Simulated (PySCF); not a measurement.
SeBr2, SMILES Br[Se]Br. Geometry optimised at PBE0-D3(BJ)/def2-SVP.

Computed equilibrium geometry at PBE0-D3(BJ)/def2-SVP (PySCF confirms it by a frequency run) as a Z-matrix, and its point group:
point group C2v.
```
Se
Br 1 2.3161
Br 1 2.3161 2 102.70
```
Charge 0, spin multiplicity 1.
